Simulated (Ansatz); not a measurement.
Al₇As₇. Charge 0, multiplicity 1. Geometry PBE-D4/def2-SVP, basis def2-TZVP, Ansatz.

```xyz
14

Al   -1.034    0.291    1.732
Al    1.432   -1.918   -2.048
Al    0.259   -2.519    0.342
Al   -1.677   -1.174   -0.958
Al   -1.891    2.346    0.301
Al    0.854    0.715   -0.434
Al    0.125    2.877    1.916
As   -0.619   -3.149   -1.957
As   -1.882   -1.961    1.425
As   -1.146    4.544    0.864
As    2.697   -1.983    0.128
As    2.818   -0.002   -1.627
As    1.384    0.827    2.037
As   -1.321    1.106   -1.722
```

| run | HOMO (eV) | LUMO (eV) |
| --- | --- | --- |
| A | -5.07 | -4.10 |
| B | -5.57 | -3.60 |
| C | -7.28 | -2.04 |
| D | -7.52 | -2.08 |
| E | -5.31 | -3.92 |
| F | -4.91 | -4.04 |

LC-ωPBE has ω = 0.4 bohr⁻¹. Single mean-field runs in def2-TZVP are fitted with def2-universal-jkfit.

Q: The runs used LC-ωPBE, PBE, PBE0, r2SCAN, r2SCANh, ωB97X-V. Estimate which is which.

A: A r2SCAN (0 % exact exchange); B PBE0 (25 % exact exchange); C ωB97X-V (range-separated); D LC-ωPBE (range-separated); E r2SCANh (10 % exact exchange); F PBE (0 % exact exchange). Exact exchange lowers occupied and raises empty levels; among semilocal functionals meta-GGAs tend to open the gap a little, and such runs are hard to tell apart. The gap grows from 0.87 eV (PBE) to 5.44 eV (LC-ωPBE).
